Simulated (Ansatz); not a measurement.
Ligand exchange: C2H5FSn + AuOH → C2H6OSn + AuF

Species: C2H5FSn `C[CH2][Sn][F]`, singlet; AuOH `[OH][Au]`, singlet; C2H6OSn `C[CH2][Sn][OH]`, singlet; AuF, singlet. The partners trade F for OH: Sn–F and Au–OH bonds give way to Sn–OH and Au–F.

Shapes, held fixed at every level: PBE0-D4/def2-TZVP. Flexible molecules stand in one conformer, not always the lowest. Programs: Ansatz 0.2.0. The zero-point and thermal change to 298 K, harmonic and unscaled (PBE0-D4/def2-TZVP), is +1.1 kJ/mol.

```json
{"level": "HF/def2-SVP", "kind": "Hartree–Fock", "ΔH(298 K) (kJ/mol)": "+25.3", "less CCSD(T)/def2-TZVPP": "-20.2"}
{"level": "SPW92/def2-TZVPP", "kind": "LDA", "ΔH(298 K) (kJ/mol)": "+52.9", "less CCSD(T)/def2-TZVPP": "+7.4"}
{"level": "r2SCAN-D4/def2-TZVPP", "kind": "meta-GGA", "ΔH(298 K) (kJ/mol)": "+48.7", "less CCSD(T)/def2-TZVPP": "+3.2"}
{"level": "B2PLYP/def2-TZVPP", "kind": "double hybrid", "ΔH(298 K) (kJ/mol)": "+49.1", "less CCSD(T)/def2-TZVPP": "+3.6"}
{"level": "MP2/def2-SVP", "kind": "perturbation theory", "ΔH(298 K) (kJ/mol)": "+60.4", "less CCSD(T)/def2-TZVPP": "+14.9"}
{"level": "CCSD(T)/def2-SVP", "kind": "coupled cluster or CI", "ΔH(298 K) (kJ/mol)": "+48.5", "less CCSD(T)/def2-TZVPP": "+3.0"}
{"level": "CCSD/def2-TZVPP", "kind": "coupled cluster or CI", "ΔH(298 K) (kJ/mol)": "+43.2", "less CCSD(T)/def2-TZVPP": "-2.3"}
{"level": "CCSD(T)/def2-TZVPP", "kind": "coupled cluster or CI", "ΔH(298 K) (kJ/mol)": "+45.5", "less CCSD(T)/def2-TZVPP": "0.0"}
```

The highest level, CCSD(T)/def2-TZVPP, gives ΔH(298 K) = +45.5 kJ/mol; the levels span +25.3 to +60.4. The column of differences is taken from that level and isn't an error. No measured value is set beside it here. T1 is large for AuOH, AuF, so single-reference values are less sure there. For atoms past krypton def2 sets carry core potentials with scalar relativity. Correlated rows may include outer-core shells of Au, Sn, which these sets cover unevenly.
